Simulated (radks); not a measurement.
Values are calculated unless marked as measured or tabulated.
Dy I, configuration [Xe] 4f10 6s1.5 6p0.5 (fractional occupations, a model configuration). Level of theory: Dirac Kohn-Sham, PBE, spin-unpolarised, spherical densities, point nucleus; open shells are shared between the two j in proportion to 2j + 1 (a radial shooting solver on a logarithmic mesh with Libxc functionals).

Normalised radial functions P(r) = r R(r) (large component), r in bohr:

| r | 5p3/2 |
|---|---|
| 0.0007585 | 0.0004 |
| 0.0008901 | 0.0005 |
| 0.001045 | 0.0007 |
| 0.001236 | 0.0010 |
| 0.00145 | 0.0013 |
| 0.001702 | 0.0018 |
| 0.001997 | 0.0024 |
| 0.002343 | 0.0033 |
| 0.002772 | 0.0044 |
| 0.003253 | 0.0060 |
| 0.003817 | 0.0080 |
| 0.00448 | 0.0107 |
| 0.005257 | 0.0142 |
| 0.006169 | 0.0188 |
| 0.007298 | 0.0250 |
| 0.008564 | 0.0327 |
| 0.01005 | 0.0424 |
| 0.01179 | 0.0545 |
| 0.01384 | 0.0693 |
| 0.01637 | 0.0879 |
| 0.01921 | 0.1086 |
| 0.02255 | 0.1316 |
| 0.02646 | 0.1559 |
| 0.03105 | 0.1794 |
| 0.03673 | 0.2002 |
| 0.0431 | 0.2117 |
| 0.05058 | 0.2099 |
| 0.05936 | 0.1892 |
| 0.06965 | 0.1449 |
| 0.0824 | 0.0709 |
| 0.09669 | -0.0226 |
| 0.1135 | -0.1278 |
| 0.1332 | -0.2260 |
| 0.1563 | -0.2921 |
| 0.1834 | -0.2999 |
| 0.2169 | -0.2258 |
| 0.2546 | -0.0778 |
| 0.2987 | 0.1185 |
| 0.3506 | 0.3116 |
| 0.4114 | 0.4383 |
| 0.4866 | 0.4421 |
| 0.5711 | 0.3016 |
| 0.6702 | 0.0441 |
| 0.7865 | -0.2717 |
| 0.9229 | -0.5734 |
| 1.092 | -0.8061 |
| 1.281 | -0.9087 |
| 1.503 | -0.8903 |
| 1.764 | -0.7753 |
| 2.07 | -0.6057 |
| 2.449 | -0.4169 |
| 2.874 | -0.2613 |
| 3.373 | -0.1461 |
| 3.958 | -0.0721 |
| 4.645 | -0.0308 |
| 5.451 | -0.0111 |
| 6.448 | -0.0031 |
| 7.567 | -0.0007 |
| 8.88 | -0.0001 |
| 10.42 | 0.0000 |
| 12.23 | 0.0000 |
| 14.47 | 0.0000 |
| 16.98 | 0.0000 |
| 19.92 | 0.0000 |

5p3/2: eigenvalue -24.733 eV, 3 radial nodes at r = 0.0933, 0.272, 0.686 bohr, <r> = 1.58 bohr, 90 % of the charge inside 2.33 bohr.
